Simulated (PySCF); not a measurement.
pentafluoroethane, C2HF5, SMILES FC(F)C(F)(F)F, point group Cs.

Level: PBE0/pcSseg-1 in PySCF (density fitting, grid level 2); geometry and Hessian at that level, cubic constants and property derivatives from steps of ±0.6 along each species' dimensionless normal coordinates, second-order vibrational perturbation theory. The parent has the commonest isotopes.

Equilibrium geometry (Å):

```csv
atom,x,y,z
F1,1.2736,0.7924,0.8918
C2,0.7780,-0.0998,0.0176
F3,1.2690,0.1629,-1.2054
C4,-0.7432,0.0494,-0.0241
F5,-1.0988,1.2734,-0.3925
F6,-1.2554,-0.8262,-0.8892
F7,-1.2515,-0.2013,1.1825
H8,1.0645,-1.1131,0.3210
```

(1) Give the equilibrium and ground-state rotational constants (MHz) of parent; ²H at 8; ¹³C at 4.

(2) How is the parent's vibrational correction B0 − Be made up?

(3) And its quartic centrifugal distortion constants from the harmonic force field?

A mode lies under 250 cm⁻¹, where this perturbation treatment is rough.

Answers

(1) 
| species | Ae | Be | Ce | A0 | B0 | C0 | Δ0 (u Å²) | harmonic ZPE (cm⁻¹) |
| --- | --- | --- | --- | --- | --- | --- | --- | --- |
| parent | 3694.1 | 2433.6 | 2014.2 | 3674 | 2416.3 | 2001.8 | -94.245 | 8381 |
| ²H at 8 | 3629.8 | 2395.6 | 2007.3 | 3609.6 | 2378.3 | 1994.6 | -99.126 | 7598 |
| ¹³C at 4 | 3694.1 | 2429.4 | 2011.3 | 3674.3 | 2412.4 | 1999.1 | -94.235 | 8319 |

Δ0 = Ic − Ia − Ib from the ground-state constants.

(2) 
```csv
axis,harmonic,Coriolis,cubic,total (MHz)
a,3.29,-4.97,-18.4,-20.1
b,2.26,-1.16,-18.3,-17.2
c,1.38,-0.635,-13.1,-12.4
```

(3) Asymmetric top, A reduction, Ir representation: ΔJ = 0.298 kHz, ΔJK = 0.712 kHz, ΔK = -0.525 kHz, δJ = 0.0648 kHz, δK = -1.6 kHz.
